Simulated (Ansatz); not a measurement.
Program: Ansatz 0.2.0.

A structure relaxed at PBE0-D4/def2-TZVP, charge 0, multiplicity 1:

```xyz
20

C     1.7525    1.7274   -0.2889
S     1.0215    0.2712   -1.0469
C    -0.0620    1.0808   -2.2301
Mo   -0.4167   -0.9219    0.6975
C    -1.5145   -1.8689    2.0451
O    -2.1535   -2.4096    2.8263
C     0.9314   -0.4915    2.1638
O     1.6665   -0.2658    3.0064
C    -1.4125    0.8047    1.0978
O    -1.9773    1.7702    1.3275
C     0.5766   -2.6656    0.3016
O     1.1112   -3.6511    0.1022
C    -1.8100   -1.4026   -0.7094
O    -2.6082   -1.6864   -1.4734
H     2.2997    2.2943   -1.0432
H     2.4475    1.3814    0.4751
H     0.9863    2.3499    0.1738
H    -0.5881    0.2988   -2.7760
H    -0.7863    1.7170   -1.7207
H     0.5359    1.6676   -2.9286
```

Question: Give its formula and SMILES.

Answer: C7H6MoO5S, `C[S+](C)[Mo-6]([C]#[O+])([C]#[O+])([C]#[O+])([C]#[O+])[C]#[O+]`.

Question: Point group (tolerance 0.08 Å, 0.16 Å for H)?

Answer: Cs.

Question: Summarise the bond lengths by kind.

Answer: 2 × C–S 1.797 Å; 6 × C–H 1.089 to 1.091 Å; 1 × Mo–S 2.556 Å; 5 × C–Mo 1.979 to 2.045 Å; 5 × C–O 1.139 to 1.145 Å.
